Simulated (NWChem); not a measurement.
System: C$_{3}$H$_{9}$Si cation

Input file for NWChem:

```
start job
memory heap 200 mb stack 900 mb global 1100 mb
charge 1
geometry units angstroms noautoz
  C      1.611479     0.896773    -0.001556
  Si    -0.000097    -0.000058     0.000551
  C     -0.029139    -1.844143     0.000436
  C     -1.582423     0.947428     0.001528
  H      2.472252     0.222846    -0.031761
  H      1.687104     1.530279     0.894813
  H      1.661005     1.581186    -0.860921
  H      0.496377    -2.226705    -0.887080
  H     -1.043460    -2.252717     0.015473
  H      0.524817    -2.228817     0.869293
  H     -2.168901     0.695243    -0.894604
  H     -2.200121     0.649399     0.861151
  H     -1.428898     2.029861     0.030252
end
basis spherical
  * library 6-31g*
end
dft
  xc hfexch
  iterations 150
end
tddft
  cis
  nroots 6
  notriplet
end
task tddft energy
```

NWChem printed, in part:

```
             Northwest Computational Chemistry Package (NWChem) 7.3.0
             --------------------------------------------------------

 C1  symmetry detected

                             Geometry "geometry" -> ""
                             -------------------------

 Output coordinates in angstroms (scale by  1.889725989 to convert to a.u.)

  No.       Tag          Charge          X              Y              Z
 ---- ---------------- ---------- -------------- -------------- --------------
    1 C                    6.0000     1.83064138     0.22349151    -0.00054703
    2 Si                  14.0000    -0.00007500    -0.00003506     0.00038564
    3 C                    6.0000    -0.72179144    -1.69727348     0.00010486
    4 C                    6.0000    -1.10879404     1.47381308     0.00035425
    5 H                    1.0000     2.37407516    -0.72509669    -0.03021601
    6 H                    1.0000     2.13879037     0.78198134     0.89592365
    7 H                    1.0000     2.13496138     0.83864597    -0.85982377
    8 H                    1.0000    -0.37855719    -2.24980962    -0.88708140
    9 H                    1.0000    -1.81531205    -1.69355778     0.01441507
   10 H                    1.0000    -0.35417515    -2.26215724     0.86931049
   11 H                    1.0000    -1.74647333     1.46102126    -0.89619902
   12 H                    1.0000    -1.79383144     1.43064317     0.85953056
   13 H                    1.0000    -0.55876313     2.41863377     0.02926900

 Effective nuclear repulsion energy (a.u.)     165.2456212349

  xc_inp: hfexch multiplicative factor not found.

                                 NWChem DFT Module
                                 -----------------

 Summary of "ao basis" -> "ao basis" (spherical)
 ------------------------------------------------------------------------------
       Tag                 Description            Shells   Functions and Types
 ---------------- ------------------------------  ------  ---------------------
 C                           6-31g*                  6       14   3s2p1d
 Si                          6-31g*                  8       18   4s3p1d
 H                           6-31g*                  2        2   2s

            General Information
            -------------------
          SCF calculation type: DFT
          Wavefunction type:  closed shell.
          No. of atoms     :    13
          No. of electrons :    40
           Alpha electrons :    20
            Beta electrons :    20
          Charge           :     1
          Spin multiplicity:     1
          Use of symmetry is: off; symmetry adaption is: off
          Maximum number of iterations: 150
          AO basis - number of functions:    78
                     number of shells:    44
          Convergence on energy requested:  1.00D-06
          Convergence on density requested:  1.00D-05
          Convergence on gradient requested:  5.00D-04

              XC Information
              --------------
                     Hartree-Fock (Exact) Exchange  1.000

      Superposition of Atomic Density Guess
      -------------------------------------

 Sum of atomic energies:        -406.28216282

 Renormalizing density from      41.00 to     40

      Non-variational initial energy
      ------------------------------

 Total energy =    -402.095389
 1-e energy   =    -862.515067
 2-e energy   =     295.174057
 HOMO         =      -0.670863
 LUMO         =      -0.325693

   convergence    iter        energy       DeltaE   RMS-Dens  Diis-err
 ---------------- ----- ----------------- --------- --------- ---------
 d= 0,ls=0.0,diis     1   -407.4264509814 -5.73D+02  8.28D-03  7.13D-01
 d= 0,ls=0.0,diis     2   -407.5141986887 -8.77D-02  2.43D-03  7.17D-02
 d= 0,ls=0.0,diis     3   -407.5245473834 -1.03D-02  7.78D-04  3.22D-03
 d= 0,ls=0.0,diis     4   -407.5252546734 -7.07D-04  1.37D-04  7.93D-05
 d= 0,ls=0.0,diis     5   -407.5252775854 -2.29D-05  5.37D-05  5.31D-06
  Resetting Diis
 d= 0,ls=0.0,diis     6   -407.5252793288 -1.74D-06  1.02D-05  2.16D-07
 d= 0,ls=0.0,diis     7   -407.5252794135 -8.46D-08  1.14D-06  6.56D-09

[...]

                                NWChem TDDFT Module
                                -------------------

            General Information
            -------------------
           No. of orbitals :     156
            Alpha orbitals :      78
             Beta orbitals :      78
        Alpha frozen cores :       0
         Beta frozen cores :       0
     Alpha frozen virtuals :       0
      Beta frozen virtuals :       0
         Spin multiplicity :       1
    Number of AO functions :      78
        Use of symmetry is : off
      Symmetry adaption is : off
         Schwarz screening :  0.10D-07

              XC Information
              --------------
              Hartree-Fock (Exact) Exchange   1.00

             TDDFT Information
             -----------------
          Calculation type : CIS
         Wavefunction type : Restricted singlets
          No. of electrons :      40
           Alpha electrons :      20
            Beta electrons :      20
              No. of roots :       6
          Max subspacesize :    5200
            Max iterations :     100
               Target root :       1
           Target symmetry : none
      Symmetry restriction : off
                 Algorithm : Optimal
        Davidson threshold :  0.10D-03

    6 smallest eigenvalue differences (eV)
--------------------------------------------------------
  No. Spin  Occ  Vir  Irrep   E(Occ)    E(Vir)   E(Diff)
--------------------------------------------------------
    1    1   20   21 a        -0.658    -0.152    13.775
    2    1   19   21 a        -0.658    -0.152    13.776
    3    1   18   21 a        -0.735    -0.152    15.867
    4    1   17   21 a        -0.741    -0.152    16.017
    5    1   16   21 a        -0.741    -0.152    16.018
    6    1   15   21 a        -0.762    -0.152    16.599
--------------------------------------------------------

  Entering Davidson iterations
  Restricted singlet excited states

  Iter   NTrls   NConv    DeltaV     DeltaE      Time
  ----  ------  ------  ---------  ---------  ---------
    1      6       0     0.86E-01   0.10+100        1.6
    2     12       0     0.31E-01   0.14E-01        1.6
    3     18       0     0.13E-01   0.15E-02        1.6
    4     24       0     0.17E-01   0.10E-02        1.6
    5     30       0     0.69E-01   0.24E-02        1.6
    6     36       2     0.26E-01   0.62E-02        1.6
    7     40       3     0.75E-02   0.67E-03        1.6
    8     43       3     0.30E-02   0.63E-04        1.6
    9     46       3     0.12E-02   0.63E-05        1.6
   10     49       5     0.21E-02   0.34E-05        1.6
   11     50       5     0.11E-02   0.66E-05        1.5
   12     51       5     0.33E-03   0.80E-06        1.6
   13     52       5     0.11E-03   0.62E-07        1.6
   14     53       6     0.91E-04   0.11E-07        1.5
  ----  ------  ------  ---------  ---------  ---------
  Convergence criterion met

  Ground state a        -407.525279413482 a.u.

  ----------------------------------------------------------------------------
  Root   1 singlet a              0.243344653 a.u.                6.6217 eV
  ----------------------------------------------------------------------------
     Transition Moments    X  0.00232   Y  0.00040   Z  0.00003
     Dipole Oscillator Strength                    0.0000009004
     Electric Quadrupole                           0.0000001517
     Magnetic Dipole                               0.0000027829
     Total Oscillator Strength                     0.0000038350

     Occ.   11  a   ---  Virt.   21  a       -0.07060
     Occ.   14  a   ---  Virt.   21  a       -0.08980
     Occ.   19  a   ---  Virt.   21  a        0.06957
     Occ.   20  a   ---  Virt.   21  a       -0.97940
     Occ.   20  a   ---  Virt.   35  a       -0.10201
  ----------------------------------------------------------------------------
  Root   2 singlet a              0.243350633 a.u.                6.6219 eV
  ----------------------------------------------------------------------------
     Transition Moments    X  0.00061   Y -0.00261   Z -0.00006
     Dipole Oscillator Strength                    0.0000011661
     Electric Quadrupole                           0.0000001518
     Magnetic Dipole                               0.0000027834
     Total Oscillator Strength                     0.0000041013

     Occ.   10  a   ---  Virt.   21  a        0.07060
     Occ.   13  a   ---  Virt.   21  a       -0.08985
     Occ.   19  a   ---  Virt.   21  a       -0.97940
     Occ.   19  a   ---  Virt.   35  a       -0.10198
     Occ.   20  a   ---  Virt.   21  a       -0.06957
  ----------------------------------------------------------------------------
  Root   3 singlet a              0.366463706 a.u.                9.9720 eV
  ----------------------------------------------------------------------------
     Transition Moments    X  0.00259   Y  0.00008   Z -0.20466
     Dipole Oscillator Strength                    0.0102343885
     Electric Quadrupole                           0.0000000027
     Magnetic Dipole                               0.0000000000
     Total Oscillator Strength                     0.0102343912

     Occ.   18  a   ---  Virt.   21  a       -0.99106
  ----------------------------------------------------------------------------
  Root   4 singlet a              0.373796691 a.u.               10.1715 eV
  ----------------------------------------------------------------------------
     Transition Moments    X -0.01231   Y -0.10795   Z  0.00286
     Dipole Oscillator Strength                    0.0029436370
     Electric Quadrupole                           0.0000003936
     Magnetic Dipole                               0.0000000001
     Total Oscillator Strength                     0.0029440307

[...]
```

Level: Hartree-Fock/6-31G* (spherical d), CIS. The geometry was optimised at B3LYP/6-31G* (spherical d).
